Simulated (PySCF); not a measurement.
## Calculated data, CH₄BNSi, BClH₂OSi, B₂ClH₂

All values are calculated (PySCF 2.14.0). Calculation on a computer-drawn molecule: the log of a Hartree-Fock and frozen-core CCSD(T) single point meant for a local Hartree-Fock minimum, with one planted fault or none, to be diagnosed. Offsets are logged minus clean, where the clean run is the same molecule without the fault. The reference is restricted for singlets and unrestricted otherwise, and also for a bond in bohr or an excited solution. Adding or removing an electron swaps singlet and doublet. The excited solution moves the top pair (singlet) or top alpha electron (doublet) to the lowest empty orbital. Highest occupied and lowest empty are orbital energies over both spins, largest force is the largest gradient component, triples share is (T) over the correlation energy, the T1 limit is 0.02 restricted and 0.045 unrestricted, electrons count all cores, a negative frequency is imaginary (commonest isotopes), and the dipole is about the centre of nuclear charge.

Common to all runs: meant multiplicity 1; meant basis cc-pV(D+d)Z; logged SCF converged yes; possible faults no fault, one electron removed, one electron added, multiplicity raised by two, geometry at a saddle point, SCF held on an excited solution, minimal basis STO-3G, one bond length entered in bohr, all coordinates scaled.

(1) 
```xyz
8
formula=CH4BNSi meant_charge=0 logged_electrons=36 logged_basis_functions=85 logged_spin_squared=0 logged_highest_occupied=-8.0542 logged_lowest_empty=1.5528 logged_largest_force=0.02769 logged_T1_diagnostic=0.016961 logged_D1_diagnostic=0.052572 logged_triples_share=0.037568 logged_CC_converged=yes logged_dipole_magnitude=4.7205 logged_SCF_stable_within_its_kind=yes logged_energy_HF=-408.22396 logged_energy_CCSD(T)=-408.75178 planted_fault=all_coordinates_scaled,by_+3.9_% HF_energy_offset_from_clean_run=7.47 CCSD(T)_energy_offset_from_clean_run=2.552
N     -0.9236    -1.3408     1.1909
B      0.4052    -0.8573     1.0736
C      1.7605    -0.3285     0.9722
Si     1.9459     1.3760     1.8013
H     -1.6712    -1.0793     0.5193
H     -1.2552    -1.8563     2.0291
H      2.6210    -0.8479     0.4671
H      0.4319     1.4941     2.2794
```

Units: logged_highest_occupied, logged_lowest_empty in eV; logged_largest_force in hartree/bohr; logged_dipole_magnitude in debye; logged_energy_HF, logged_energy_CCSD(T) in hartree; HF_energy_offset_from_clean_run, CCSD(T)_energy_offset_from_clean_run in kcal/mol.

Drawn bonds:
| atom | other atom | order |
| --- | --- | --- |
| 1 | 2 | 1 |
| 2 | 3 | 2 |
| 3 | 4 | 1 |
| 1 | 5 | 1 |
| 1 | 6 | 1 |
| 3 | 7 | 1 |
| 4 | 8 | 1 |

(2) 
```xyz
6
formula=BClH2OSi meant_charge=0 logged_electrons=46 logged_basis_functions=84 logged_spin_squared=0 logged_highest_occupied=-5.3 logged_lowest_empty=-2.0997 logged_largest_force=0.035358 logged_CC_converged=no logged_dipole_magnitude=1.146 logged_SCF_stable_within_its_kind=no logged_energy_HF=-848.92448
O     -1.0462     0.8587    -0.9687
Si    -0.6447     0.2713     0.5291
B      1.2637     1.0839     0.7771
Cl     2.6447     0.1355     0.1798
H     -0.4695     1.4002    -1.4872
H      1.5597     2.1003     1.3390
```

Units: logged_highest_occupied, logged_lowest_empty in eV; logged_largest_force in hartree/bohr; logged_dipole_magnitude in debye; logged_energy_HF in hartree.

Drawn bonds:
| atom | other atom | order |
| --- | --- | --- |
| 1 | 2 | 1 |
| 2 | 3 | 1 |
| 3 | 4 | 1 |
| 1 | 5 | 1 |
| 3 | 6 | 1 |

Notes: CCSD not converged.

(3) 
```xyz
5
formula=B2ClH2 meant_charge=1 logged_electrons=29 logged_basis_functions=61 logged_spin_squared=0.7577 logged_highest_occupied=-7.6655 logged_lowest_empty=1.556 logged_largest_force=0.10018 logged_T1_diagnostic=0.018786 logged_D1_diagnostic=0.06671 logged_triples_share=0.029811 logged_CC_converged=yes logged_dipole_magnitude=1.7184 logged_SCF_stable_within_its_kind=yes logged_energy_HF=-509.98993 logged_energy_CCSD(T)=-510.32445
B     -0.2543     0.1504    -1.7425
B     -1.7956     0.1420    -0.9531
Cl    -3.2318     0.1340    -0.2175
H      0.6795    -0.2118    -1.1066
H     -0.2278     0.5179    -2.8703
```

Units: logged_highest_occupied, logged_lowest_empty in eV; logged_largest_force in hartree/bohr; logged_dipole_magnitude in debye; logged_energy_HF, logged_energy_CCSD(T) in hartree.

Drawn bonds:
| atom | other atom | order |
| --- | --- | --- |
| 1 | 2 | 1 |
| 2 | 3 | 1 |
| 1 | 4 | 1 |
| 1 | 5 | 1 |

To be estimated
1. Give the missing planted fault for BClH₂OSi (entry 2).
2. Give the missing planted fault for B₂ClH₂ (entry 3).

Calculated values
1. SCF held on an excited solution
2. one electron added

Further results for BClH₂OSi (entry 2):

| Item | Value |
| --- | --- |
| HF energy offset from clean run | 153 kcal/mol |

Further results for B₂ClH₂ (entry 3):

| Item | Value |
| --- | --- |
| HF energy offset from clean run | -158.7 kcal/mol |
| CCSD(T) energy offset from clean run | -168 kcal/mol |
